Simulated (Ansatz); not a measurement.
Molecule: FeH (charge 0, sextet). The spin state was set by rule; other spins were not relaxed. 
Geometry from a B3LYP-D3(BJ)/def2-TZVP (Ansatz, a first-principles code) optimisation:
```xyz
2

Fe     0.0000     0.0000    -0.0627
H      0.0000     0.0000     1.6303
```
Charge 0, spin multiplicity 6.

Quantity: vertical electron affinity (to the quintet state of charge -1; a negative value means that the extra electron is unbound and the number depends on the basis; each state is the SCF solution reached for its spin; the UHF <S^2> is 6.49 for the quintet (pure: 6.00); for the quintet T1 is 0.133), in eV. Cores are frozen in the correlated levels unless marked. UHF or UKS for open shells. Spin-orbit coupling is left out. The frozen core is the preceding noble-gas configuration, with the filled d and f shells of earlier blocks. No relativistic terms. Anions need diffuse functions: def2-D sets add few. CBS(X,Y): correlation extrapolated as X^-3; Hartree-Fock from the larger set.

```json
[
 {"level": "SVWN5/def2-TZVPD", "program": "Ansatz", "vertical electron affinity (eV)": "1.65"},
 {"level": "PBE/def2-TZVPD", "program": "Ansatz", "vertical electron affinity (eV)": "1.45"},
 {"level": "r2SCAN/def2-TZVPD", "program": "Ansatz", "vertical electron affinity (eV)": "1.26"},
 {"level": "B3LYP/def2-TZVPD", "program": "Ansatz", "vertical electron affinity (eV)": "1.31"},
 {"level": "PBE0/def2-TZVPD", "program": "Ansatz", "vertical electron affinity (eV)": "1.01"},
 {"level": "BHLYP/def2-TZVPD", "program": "Ansatz", "vertical electron affinity (eV)": "0.72"},
 {"level": "CAM-B3LYP/def2-TZVPD", "program": "Ansatz", "vertical electron affinity (eV)": "1.19"},
 {"level": "wB97M-V/def2-TZVPD", "program": "Ansatz", "vertical electron affinity (eV)": "1.16"},
 {"level": "wB97X-V/def2-TZVPD", "program": "Ansatz", "vertical electron affinity (eV)": "1.09"},
 {"level": "wB97X/def2-TZVPD", "program": "Ansatz", "vertical electron affinity (eV)": "1.43"},
 {"level": "CCSD/def2-SVPD", "program": "Ansatz", "vertical electron affinity (eV)": "0.43"},
 {"level": "CCSD/def2-TZVPPD", "program": "Ansatz", "vertical electron affinity (eV)": "0.73"},
 {"level": "CCSD/def2-QZVPPD", "program": "Ansatz", "vertical electron affinity (eV)": "0.83"},
 {"level": "CCSD/CBS(def2-TZVPPD,def2-QZVPPD)", "program": "Ansatz", "vertical electron affinity (eV)": "0.84"},
 {"level": "CCSD(T)/def2-SVPD", "program": "Ansatz", "vertical electron affinity (eV)": "0.48"},
 {"level": "CCSD(T)/def2-TZVPPD", "program": "Ansatz", "vertical electron affinity (eV)": "0.84"},
 {"level": "CCSD(T)/def2-QZVPPD", "program": "Ansatz", "vertical electron affinity (eV)": "0.95"},
 {"level": "CCSD(T)/CBS(def2-TZVPPD,def2-QZVPPD)", "program": "Ansatz", "vertical electron affinity (eV)": "0.98"}
]
```
